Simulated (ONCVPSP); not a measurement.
**selenium: ONCV pseudisation with LDA (Perdew-Wang 92), scalar-relativistic reference atom.**

| Item | Value |
| --- | --- |
| Element | selenium (Se) |
| Generator | ONCVPSP 4.0.1 |
| Type | optimised norm-conserving Vanderbilt (ONCV) |
| Functional | LDA (Perdew-Wang 92) |
| Relativity | scalar-relativistic |
| Frozen core | [Ne] |
| Valence charge | 24 |
| Reference configuration | 3s2 3p6 3d10 4s2 4p4 |
| Partial waves | 3s+4s: rc 0.90 bohr, ncon 3, nbas 6, qcut 11.4 1/bohr, 2 projectors; 3p+4p: rc 0.85 bohr, ncon 4, nbas 7, qcut 19.5 1/bohr, 3 projectors, debl 3.5 Ha; 3d: rc 1.05 bohr, ncon 3, nbas 8, qcut 15.5 1/bohr, 2 projectors, debl 1 Ha |
| Local potential | polynomial inside 0.60 bohr (lpopt 5, dvloc0 0 Ha) |
| Core correction | Teter function, fcfact 3.5, rcfact 1.45 |

In the d channel the program set the typed energies aside and used -1.962, 0.250 Ha.

Calculated quality:

- Cutoffs needed: 95 Ha and 106 Ha (the cutoffs (Ha) at which the residual kinetic energy of the hardest occupied pseudo-wave falls to 1 and 0.1 mHa per electron)
- Ghost test: no bound ghost flagged; no localised positive-energy state flagged
- Largest excitation error: -4.3 meV (all-electron minus pseudo) for 3s2 3p6 3d10 4s2 4p1, out of 4 test configurations
- rms error of d²Exc/dni dnj: 2.62 mHa without and 1.03 mHa with the model core

Generation and tests took about 3.3 s on one core of a shared server CPU.
